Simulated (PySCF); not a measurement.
Input of a response calculation (the driver script's job line, then coordinates in Å):

```
{"job": {"kind": "uv", "xc": "CAM-B3LYP", "basis": "def2-SVPD", "nstates": 8, "ntriplets": 3}, "charge": 0, "multiplicity": 1}
Si     1.515384     0.875479    -0.579195
S      0.849023    -0.404677     0.984950
C     -0.499234    -1.328331     0.120860
Ga    -1.633591     0.074044    -0.798698
H      1.786639     0.064648    -1.768786
H      2.698251     1.488298    -0.004580
H      0.433400     1.845803    -0.871131
H     -0.995285    -1.893930     0.916332
H     -0.012636    -2.051219    -0.546155
H     -1.621001     0.241339    -2.365978
H     -2.515525     1.091217     0.006177
```

Method used: TDDFT CAM-B3LYP/def2-SVPD, vertical, gas phase, core orbitals frozen in the response in PySCF 2.14.0, density-fitted response routines. Job line and output are in the format of a driver script around the code.

(1) Give the output.

Answers

(1) 
```
coarse grid: 42632 points
cycle   1  E = -2654.4084503425  dE = -4.602e-01  |g| = 5.162e-01  |ddm| = 3.608e+00
cycle   2  E = -2654.4147208945  dE = -6.271e-03  |g| = 5.587e-01  |ddm| = 1.084e+00
cycle   3  E = -2654.4545001731  dE = -3.978e-02  |g| = 3.169e-02  |ddm| = 5.462e-01
cycle   4  E = -2654.4547231156  dE = -2.229e-04  |g| = 1.444e-02  |ddm| = 8.211e-02
cycle   5  E = -2654.4547911958  dE = -6.808e-05  |g| = 4.183e-03  |ddm| = 3.013e-02
cycle   6  E = -2654.4547962170  dE = -5.021e-06  |g| = 1.088e-03  |ddm| = 8.418e-03
final grid: 85776 points
cycle   7  E = -2654.4547766377  dE = -7.764e-08  |g| = 1.208e-03  |ddm| = 3.381e-03
cycle   8  E = -2654.4547764887  dE =  1.490e-07  |g| = 1.428e-03  |ddm| = 2.872e-03
cycle   9  E = -2654.4547770404  dE = -5.516e-07  |g| = 5.299e-05  |ddm| = 1.559e-03
cycle  10  E = -2654.4547770418  dE = -1.417e-09  |g| = 2.289e-05  |ddm| = 1.350e-04
cycle  11  E = -2654.4547770421  dE = -3.774e-10  |g| = 1.040e-05  |ddm| = 8.453e-05
converged SCF energy = -2654.4547770421

Static polarisability (au): isotropic 89.769, principal 78.458 90.805 100.043

Singlet excitations
state   eV       nm        f      main configurations
  1   4.1856    296.2   0.00968   H->L 0.94
  2   5.2143    237.8   0.00699   H->L+1 0.80
  3   5.3666    231.0   0.00050   H-2->L 0.61, H-1->L 0.34
  4   5.6075    221.1   0.00453   H-1->L 0.52, H-2->L 0.35
  5   6.0651    204.4   0.00802   H->L+3 0.55, H->L+4 0.11, H->L+2 0.11
  6   6.3398    195.6   0.00218   H->L+2 0.60, H->L+3 0.16, H->L+4 0.09
  7   6.7050    184.9   0.00318   H->L+5 0.58, H->L+4 0.16, H->L+2 0.13
  8   6.7891    182.6   0.03731   H-1->L+1 0.73

Triplet excitations (Tamm-Dancoff, eV): 3.9102 4.8432 4.9140
```

The structure is a single GFN2-xTB conformer in the gas phase; no vibrational or solvent corrections. Relativistic effects, spin–orbit coupling among them, are left out although an element past zinc is present.

The SCF starts on a coarse grid; the energy jumps when the final grid takes over, and dE counts afresh there. H and L stand for HOMO and LUMO.

On an Arm Neoverse N1 with one thread, on a shared host, this took 38 s of wall time and 0.70 GiB of memory at its peak.

Shape of the structure used: `[SiH3:1][S:2][CH2:3][GaH2:4]`: Si1–S2–C3–Ga4 -49°.
